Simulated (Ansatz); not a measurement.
`[S]=[Ta]([Cl])([Cl])[Cl]`. The species carries charge 0 and has multiplicity 1. Ta: def2 effective core potential.

(1) List the harmonic frequencies (cm⁻¹, unscaled) at PBE0-D4/def2-TZVP in Ansatz. (An estimate is asked.)

(2) Is this a minimum?

(3) Give the ideal-gas thermochemistry at 298.15 K and 1 bar (rigid rotor, harmonic oscillator; point group C3v, symmetry number 3).

(4) And at 400, 500, 600, 800 and 1000 K?

(5) Rotational constants (cm⁻¹)?

Results:

(1) The calculation gave: 106, 106, 124, 148, 148, 404, 416, 416, 561.

(2) Yes, all 9 modes are real.

(3) Zero-point energy 14.5 kJ/mol; H(298) − E = 36.3 kJ/mol; entropy 373.7 J/(mol·K), of which translation 180.8, rotation 115.9, vibration 77.0; G(298) − E = -75.1 kJ/mol.

(4) 
```
T (K)  H − E (kJ/mol)  S (J/mol/K)  G − E (kJ/mol)
  400            46.4        402.7          -114.7
  500            56.6        425.5          -156.2
  600            67.0        444.5          -199.7
  800            88.1        474.8          -291.8
 1000           109.4        498.6          -389.2
```

(5) 0.03766, 0.03765, 0.03413.
